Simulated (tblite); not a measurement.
Species: C7H10FOP.
SMILES: `CC(C)(C)C1=PC=C(F)O1`

Calculated harmonic vibrations of the isolated species, GFN2-xTB (tblite), most abundant isotopes, no scaling. This tight-binding method is rough: wavenumbers can miss measured ones by several per cent, in bad cases by 10 to 20.

Harmonic wavenumbers (cm⁻¹): 29.8, 112.6, 148.4, 190.5, 241.7, 243.7, 247.4, 289.8, 291.2, 296.5, 382.3, 383.3, 451.4, 521.3, 535.7, 564.8, 591.5, 738.7, 779.6, 844.2, 869.4, 959.8, 965.3, 966.4, 985.7, 1030.8, 1032.9, 1092.0, 1144.3, 1185.7, 1224.5, 1253.5, 1288.7, 1314.5, 1398.4, 1400.9, 1423.0, 1479.4, 1482.9, 1490.7, 1494.3, 1498.7, 1507.9, 1571.5, 3024.6, 3030.6, 3031.6, 3033.6, 3037.5, 3038.1, 3043.2, 3045.0, 3046.7, 3162.6.

A = 1903, B = 865.1, C = 683.4 MHz; mass 160.045 u (most abundant isotopes); point group Cs, symmetry number 1.

**Question.** What is the zero-point energy?

**Answer.** ½Σν̃ = 34220 cm⁻¹ = 97.84 kcal/mol.

**Question.** Give the ideal-gas entropy at 400 K and 1 bar in the rigid-rotor, harmonic-oscillator model (classical rotation).

**Answer.** Translation 42.61, rotation 30.91, vibration 42.03: S = 115.5 cal/(mol K).

**Question.** And Cp and H(400 K) − H(0)?

**Answer.** Cp = 52.56 cal/(mol K), of which vibrations give 44.61 (their classical limit is 54 R = 107.3); H(400 K) − H(0) = 12.20 kcal/mol without the zero-point energy, 9.02 from vibrations.

**Question.** Blend soft modes into free rotors: weight 1/[1 + (100 cm⁻¹/ν̃)⁴] for the oscillator and the rest for a rotor with moment μB/(μ + B), μ = h/(8π²ν), B = 10⁻⁴⁴ kg m². What vibrational entropy results?

**Answer.** 39.58 cal/(mol K) in place of 42.03, which changes −T·S at 400 K by +0.98 kcal/mol.

**Question.** Which modes carry the vibrational entropy at 400 K?

**Answer.** 29.8 cm⁻¹: 6.43; 112.6 cm⁻¹: 3.80; 148.4 cm⁻¹: 3.26; 190.5 cm⁻¹: 2.78; 241.7 cm⁻¹: 2.33; 243.7 cm⁻¹: 2.31 cal/(mol K); the other 48 give 21.13 together.

Hindered rotation and anharmonicity are outside this model.

The values belong to the conformer `[CH3:1][C:2]([CH3:3])([CH3:4])[c:5]1[o:6][c:7]([F:8])[cH:9][p:10]1`: C1–C2–C5–O6 -60°.
